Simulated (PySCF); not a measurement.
**Computed spin Hamiltonian**

Species: C5H7O3 (doublet state).
Geometry (GFN2-xTB, Å), atoms numbered from 1 in this order:
```
atom  x, y, z in Å
C1     1.9349    0.3557    0.3676
C2     1.0935   -0.1376   -0.8248
C3    -0.3555   -0.1176   -0.5391
C4    -1.1442   -1.0551    0.3177
O5    -2.2899   -0.2941    0.6521
C6    -2.1991    0.9399    0.1140
O7    -3.0131    1.7967    0.2313
O8    -1.0488    1.0632   -0.5789
H9     2.9876    0.3523    0.0991
H10    1.6453    1.3682    0.6350
H11    1.7922   -0.2903    1.2302
H12    1.3887   -1.1570   -1.0785
H13    1.2863    0.5114   -1.6803
H14   -1.4603   -1.9692   -0.2066
H15   -0.6219   -1.3585    1.2393
```

The hyperfine couplings belong to this conformer and change with its torsions.

Identity: `CC[C]1COC(=O)O1` [radical].

Method used: PySCF 2.14.0, UKS B3LYP, pcH-1 on C H O, non-relativistic, mean-field spin-orbit, GIAO. Isolated species at its GFN2-xTB geometry (one conformer only). Couplings are sensitive to structure, and on GFN2-xTB geometries they can be far from those on DFT ones. The SCF solution wasn't tested for stability.

```json
{"g1, g2, g3": "2.00210, 2.00303, 2.00394", "g_iso": "2.00302", "Form of g": "rhombic: the two nearest values differ by 50 % of g3 − g1", "⟨S²⟩": "0.7537 (exact 0.7500)", "HOMO–LUMO gap, α and β orbitals": "5.93, 6.71 eV", "Basis functions": "270"}
```

Isotropic coupling and dipolar principal values T1 to T3, in mT (MHz turned into mT with g_iso):

```csv
atom,isotope,a_iso,T1,T2,T3,Mulliken spin population
C1,13C,2.30,-0.21,-0.21,0.41,0.05
C2,13C,-0.69,-0.08,-0.04,0.12,-0.06
C3,13C,5.19,-2.90,-2.85,5.75,0.88
C4,13C,-0.95,-0.06,-0.03,0.09,-0.07
O5,17O,0.03,-0.06,0.02,0.04,0.00
C6,13C,-0.04,-0.08,-0.01,0.09,0.00
O7,17O,-0.07,-0.31,0.14,0.17,0.02
O8,17O,-0.68,-1.49,0.71,0.78,0.06
H9,1H,0.40,-0.13,-0.05,0.18,0.01
H10,1H,-0.15,-0.17,-0.06,0.22,0.00
H11,1H,-0.15,-0.17,-0.05,0.22,0.00
H12,1H,0.81,-0.20,-0.16,0.36,0.01
H13,1H,1.11,-0.19,-0.16,0.36,0.01
H14,1H,3.62,-0.18,-0.16,0.34,0.04
H15,1H,3.69,-0.14,-0.12,0.26,0.05
```

The Mulliken spin populations are largest on C3 (+0.88), C4 (-0.07) and C2 (-0.06). C3 is the only atom above +0.15. The positive populations add up to 1.14 and the negative ones to -0.14, together 2S = 1. The angles at C3 add up to 355.3°, so it is nearly planar.

Under fast tumbling the dipolar parts average out, and these isotropic splittings remain: 2 × 1H (H14/H15, I = 1/2, 3 lines) with 3.66 mT, 2 × 1H (H12/H13, I = 1/2, 3 lines) with 0.96 mT and 3 × 1H (H9/H10/H11, I = 1/2, 4 lines) with 0.03 mT.

Means are taken over nuclei equivalent by connectivity, which assumes that they swap fast. The three 1H nuclei of mean +0.9 MHz run from -4.2 to 11.2 MHz in the frozen geometry. The 1H value of +26.9 MHz is a mean of couplings from 22.7 to 31.2 MHz in this one geometry, not an average over conformers.

The 17O coupling of O8 (-18.9 MHz) shows only in satellite lines or after enrichment, since that isotope makes up about 0.038 % of natural oxygen.

The 13C coupling of C3 (145.5 MHz) shows only in satellite lines or after enrichment, since that isotope makes up about 1.07 % of natural carbon.
